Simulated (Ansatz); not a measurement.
**Question.** Name a neutral molecule of Al, C, F and H with HOMO–LUMO gap (PBE0/def2-TZVPP) between 6.20 and 6.50 eV and zero-point energy (PBE0-D4/def2-TZVP) between 171 and 187 kJ/mol (Ansatz, PBE0-D4/def2-TZVP geometry).

**Answer.** `[CH3][AlH][CH2]F` (6.46 eV, 185.3 kJ/mol). Other molecules can fit too; these were computed, each in one conformer that needn't be the lowest.
